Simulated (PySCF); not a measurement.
BeFBr, SMILES [Be]([Br])[F]. Geometry: PBE0-D3(BJ)/def2-TZVP.

Computed equilibrium geometry at PBE0-D3(BJ)/def2-TZVP (PySCF confirms it by a frequency run) as a Z-matrix, and its point group:
point group C∞v.
```
Be
F 1 1.3710
Br 1 1.9594 2 180.00
```
